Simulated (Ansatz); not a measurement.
`C#CN1CS[SiH2]1`, charge 0, multiplicity 1.

**Question.** Give a relaxed structure at PBE0-D4/def2-TZVP (Ansatz 0.2.0). (Best estimate.)

**Answer.** Ansatz gave: 
```xyz
11

C    -0.5704   -2.1686    1.3481
C    -0.3141   -1.1700    0.7262
N    -0.0297   -0.0692    0.0407
C     1.3339    0.2729   -0.3610
S     1.0308    1.8675   -1.2378
Si   -0.9167    1.2771   -0.6043
H    -0.8005   -3.0489    1.8972
H     1.7642   -0.4638   -1.0428
H     1.9939    0.4256    0.4957
H    -1.9007    0.9418   -1.6648
H    -1.5908    2.1355    0.4028
```
Point group Cs.
This is one stationary point; other conformers may exist.
